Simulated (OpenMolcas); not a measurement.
Re3+ (d4) among equal point charges was computed by CASSCF with the d shell active (OpenMolcas, ANO-RCC-VDZP on the metal). Its lowest spin-free states, and all those of the highest spin:

```csv
2S+1,Degeneracy,E (cm-1)
5,1,0.0
5,1,8434
3,2,17629
3,1,17744
3,1,17881
3,2,18596
5,2,18671
3,1,19555
3,1,19934
3,1,22400
5,1,23152
3,2,24183
```

Question: Is the site octahedral, tetrahedral or cube-like, axial, or of lower symmetry?

Answer: The states with 2S+1 = 5 have orbital degeneracies 1, 1, 2, 1. There are pairs but no triples, so the site is axial: not cubic, but with a proper or improper axis of order three or more. The run had Re3+ among 4 point charges of -1 e arranged as a square (D4h), 1.94 Å from the ion.

Without dynamic correlation the repulsion within the d shell is too large (B by tens of per cent), so at a given field states of lower spin stand too high. Point charges give a weaker field than real ligands, and real ions of this kind are as a rule low spin; the high spin found here belongs to the model. This is an electrostatic model: the charges have no orbitals. No measured value stands beside these numbers.
